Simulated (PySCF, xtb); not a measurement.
SiCl2FI, SMILES F[Si](Cl)(Cl)I.

Geometry: PBE0-D3(BJ)/def2-SVP. This is a generated structure with no PubChem entry under its InChIKey; it may be hypothetical. The def2 effective core potentials stand for the cores of I; spin–orbit coupling is left out.

Method: C-PCM-ωB97X/def2-SVP (PySCF).

The values are the electrostatic part of the solvation free energy, E(continuum) − E(gas) at the gas-phase geometry, in a cavity of scaled van der Waals radii (PySCF's table); cavitation and dispersion terms are not included. In vacuum the orbital gap is 11.46 eV. The dipole moment in vacuum is 0.89 D.

Estimate the values in water (ε = 78.36), ethanol (ε = 24.85), dimethylsulfoxide (ε = 46.83). (An estimate is asked for; the answer gives what the named calculation found.)


```tsv
solvent	ε	ΔG(elec) (kcal/mol)	dipole (D)	gap (eV)
water	78.36	-1.3	1.13	11.48
ethanol	24.85	-1.2	1.12	11.48
dimethylsulfoxide	46.83	-1.3	1.13	11.48
```

For comparison, GFN2-xTB/ALPB(water) (xtb, at the GFN2-xTB geometry, all terms of that model) gives -0.5 kcal/mol.
